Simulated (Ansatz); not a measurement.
Computed with Ansatz.

Basis-set series for `[F][Al-]([F])([F])[O+]([SiH3])[SiH3]`. Charge 0, multiplicity 1. The geometry is a stationary point of PBE0-D4/def2-TZVP. It is one conformer, not always the lowest.

Z-matrix (Å, degrees):
```
Al
F 1 1.663
F 1 1.650 2 117.3
F 1 1.650 2 117.3 3 -145.8
O 1 1.901 2 94.3 3 107.1
Si 5 1.715 1 116.3 2 -0.0
Si 5 1.706 1 120.0 2 180.0
H 6 1.472 5 108.9 1 62.9
H 6 1.472 5 108.9 1 -62.8
H 6 1.486 5 102.3 1 -180.0
H 7 1.479 5 107.3 1 -120.4
H 7 1.479 5 107.3 1 120.3
H 7 1.474 5 105.3 1 -0.0
```

```json
{"functional": "PBE0-D4", "basis": "def2-SVP", "functions": "140", "energy (Eh)": "-1198.81980", "HOMO (eV)": "-10.02", "LUMO (eV)": "-1.09"}
{"functional": "PBE0-D4", "basis": "def2-TZVPP", "functions": "334", "energy (Eh)": "-1199.58908", "HOMO (eV)": "-10.08", "LUMO (eV)": "-1.37"}
{"functional": "ωB97M-V", "basis": "def2-SVP", "functions": "140", "energy (Eh)": "-1199.38171", "HOMO (eV)": "-12.30", "LUMO (eV)": "0.82"}
{"functional": "ωB97M-V", "basis": "def2-TZVPP", "functions": "334", "energy (Eh)": "-1200.16103", "HOMO (eV)": "-12.38", "LUMO (eV)": "0.41"}
```

Problem. Give the rows for def2-QZVPP. (Estimate.)

Solution. The calculation gave: 
```
functional       basis  functions  energy (Eh)  HOMO (eV)  LUMO (eV)
   PBE0-D4  def2-QZVPP        618  -1199.64051     -10.09      -1.43
   ωB97M-V  def2-QZVPP        618  -1200.20855     -12.40       0.24
```

Positive LUMOs are unbound and depend on the basis.
